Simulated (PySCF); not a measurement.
B3LYP has the VWN-RPA correlation part, as in Gaussian. Excitations are Tamm–Dancoff values on a coarser integration grid. The basis has no diffuse functions, so Rydberg states are missing or too high.

Z-matrix (Å, degrees):
```
C
H 1 1.0920
C 1 1.3997 2 120.68
C 1 1.4039 2 117.91 3 180.00
O 4 1.3574 1 115.93 2 0.00
C 4 1.4008 5 124.44 1 179.99
H 6 1.0894 4 121.33 5 -0.01
C 6 1.4022 7 119.66 4 180.00
C 8 1.3891 6 121.41 7 -179.98
H 9 1.0908 8 119.74 6 179.99
H 8 1.0929 9 119.67 10 0.02
C 5 1.4079 4 118.91 6 -0.39
H 12 1.0981 5 106.64 4 -179.68
H 12 1.1052 13 108.93 5 -120.84
H 12 1.1052 13 108.91 14 -118.29
C 3 1.4727 1 118.56 2 -0.02
C 16 1.3403 3 127.26 1 179.93
H 17 1.0925 16 120.85 3 179.98
H 17 1.0933 18 116.62 16 179.95
H 16 1.0959 17 118.18 18 -0.05
```
Charge 0, multiplicity 1.

### Question
Give the HOMO–LUMO gap, HOMO, dipole moment, S1–T1 gap (TDA), total energy, S1 oscillator strength, S1 excitation (TDA) and brightest of the four lowest singlets (TDA) at the level B3LYP-D3(BJ)/def2-TZVP // B3LYP-D3(BJ)/def2-SVP in PySCF.

### Answer

```
Item                                               Result
-------------------------------------------  ------------
HOMO–LUMO gap                                     4.93 eV
HOMO                                             -6.12 eV
dipole moment                                      1.48 D
S1–T1 gap (TDA)                                   1.28 eV
total energy                                 -424.3690 Ha
S1 oscillator strength                              0.033
S1 excitation (TDA)                               4.46 eV
brightest of the four lowest singlets (TDA)       5.80 eV
```
